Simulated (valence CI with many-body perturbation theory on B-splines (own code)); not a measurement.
Values are calculated unless marked as measured or tabulated.
**Tm63+: what each term of the Hamiltonian does**

Level of theory: valence CI with perturbative core correlation (CI+MBPT): four valence electrons over a frozen Dirac-Fock core [He], a basis of 11 s, 11 p, 9 d, 7 f, 5 g, 2 h, 1 i functions for each j, with the one-electron correlation potential Σ1, the two-electron term Σ2, the three-electron term Σ3, Breit, model QED; selected CI, second order for the rest (own B-spline code, finite nucleus).

The last digits are not significant, and no measured levels were compared; by estimate large intervals hold to a few tenths of a per cent, small ones and those within an open d or f shell to about a per cent. Among the levels kept, up to 280 cm⁻¹ of a level comes from second order outside the variational space, and about a tenth of that is noise between levels of different J, which matters for small intervals.

Each rung adds one term. CI alone is the Dirac-Coulomb CI over the frozen core; QED comes last and gives the full result, which names the levels. Energies are above (2s^2 2p1/2^2) J=0 on the same rung, in × 10³ cm⁻¹.

Levels are named by their leading jj configuration (3d3/2^4 stands for four electrons in 3d with j = 3/2), which in mixed levels can hold well under half, so a name can repeat and another be missing. Letters in brackets count levels of one name in rising energy.

```csv
Level,CI alone,Σ1,Σ2,Σ3,Breit,QED,Full
(2s^2 2p1/2 2p3/2) J=1,8351.6,+1.48,-0.47,-0.01,-127.53,+12.30,8237.4
(2s^2 2p1/2 2p3/2) J=2,8549.7,+1.49,-0.28,-0.25,-180.78,+12.31,8382.2
(2s 2p1/2^2 2p3/2) J=2,10567,-1.12,-1.86,-0.40,-48.10,-102.22,10414
(2s 2p1/2^2 2p3/2) J=1,11200,-1.12,-3.09,-1.10,-28.15,-102.64,11064
(2s^2 2p3/2^2) J=2,17033,+2.94,-0.27,-0.34,-274.85,+22.80,16783
(2s^2 2p3/2^2) J=0,17434,+2.94,+0.49,-0.77,-216.87,+22.58,17243
(2s 2p1/2 2p3/2^2) J=2 [a],18690,+0.35,-1.50,-0.29,-158.30,-90.17,18440
(2s 2p1/2 2p3/2^2) J=3,19117,+0.35,-1.66,-0.61,-239.43,-90.27,18785
(2s 2p1/2 2p3/2^2) J=0,19440,+0.36,-1.03,-0.81,-115.71,-90.37,19233
(2s 2p1/2 2p3/2^2) J=1 [a],19646,+0.35,-3.54,-1.20,-150.49,-90.74,19401
(2s 2p1/2 2p3/2^2) J=2 [b],19776,+0.36,-3.15,-1.27,-202.17,-90.72,19479
(2s 2p1/2 2p3/2^2) J=1 [b],19749,+0.36,-2.11,-1.12,-145.18,-90.59,19510
(2p1/2^2 2p3/2^2) J=2,22062,-2.21,-5.51,-1.58,-65.24,-203.27,21784
(2p1/2^2 2p3/2^2) J=0,22486,-2.20,-4.90,-1.63,-5.60,-203.21,22268
(2s 2p3/2^3) J=2,27802,+1.84,-1.48,-0.86,-282.26,-78.24,27441
(2s 2p3/2^3) J=1,28422,+1.85,-2.79,-1.39,-265.67,-78.72,28075
(2p1/2 2p3/2^3) J=1,30490,-0.77,-4.84,-1.53,-155.30,-193.28,30134
(2p1/2 2p3/2^3) J=2,30689,-0.77,-4.55,-1.53,-207.61,-193.28,30282
(2p3/2^4) J=0,39336,+0.72,-3.81,-1.55,-262.90,-181.37,38888
```

The middle columns are the shifts that each term adds.

(1) How does the ionisation energy move along the ladder, and which term matters most?

## Answers

(1) CI alone 15695, + Σ1 15696, + Σ2 15696, + Σ3 15696, + Breit 15665, + QED 15665 eV. The largest step is Breit, -31 eV. NIST lists 15663 ± 19 eV (theoretical).
